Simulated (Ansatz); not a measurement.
Ansatz (a quantum-chemistry and plane-wave program) input (PBE0/6-31G*):

Ansatz 0.2 input:
```yaml
crystal:
  periodic: [false, false, false]
  atoms:
    - {symbol: C, position_ang: [1.38169697, -1.22058696, 0.67857413]}
    - {symbol: Si, position_ang: [-0.04175444, 0.00137216, 0.60536279]}
    - {symbol: C, position_ang: [-1.69974103, -0.86822703, 0.46523558]}
    - {symbol: Cl, position_ang: [0.21130637, 1.18144046, -1.10076317]}
    - {symbol: H, position_ang: [1.28742385, -1.85783650, 1.56038845]}
    - {symbol: H, position_ang: [2.34169038, -0.70644076, 0.72343283]}
    - {symbol: H, position_ang: [1.37207377, -1.85586827, -0.21199656]}
    - {symbol: H, position_ang: [-2.51661071, -0.15089798, 0.38707594]}
    - {symbol: H, position_ang: [-1.87191589, -1.49656857, 1.34165650]}
    - {symbol: H, position_ang: [-1.71204322, -1.50320200, -0.42552058]}
basis:
  gaussian:
    orbitals: 6-31G*
hamiltonian:
  xc: {name: PBE0}
magnetization: {spin_polarized: true, initial_magnetization: 1}
```

Output:

```
Functional definition: PBE0
integrals: 0.03 GiB planned
805 factors; integrals over basis functions are off by at most 6.8e-4 eV
mean field: 0.48 GiB planned
mean field evaluation 1: about -22555.5383 eV, gradient 3.6e1 eV
mean field evaluation 2: about -22554.2302 eV, gradient 3.8e1 eV
mean field evaluation 4: about -22561.6714 eV, gradient 1.0e0 eV
mean field evaluation 8: about -22561.8772 eV, gradient 1.2e-1 eV
mean field evaluation 16: about -22561.8773 eV, gradient 1.3e-4 eV
mean field -22561.87731822 eV, -829.1336984549 hartree, gradient 4.1e-5 eV, S^2 0.751378; 0 other end points of the search recorded, 0 dependent functions left out
reference -22561.87733934 eV, -829.1336992311 hartree; 25, 24 occupied and 55, 56 virtual orbitals, 805 factors
Total energy: -22561.87733934 eV, -829.1336992311 hartree
```

It need not be the lowest isomer of its formula.
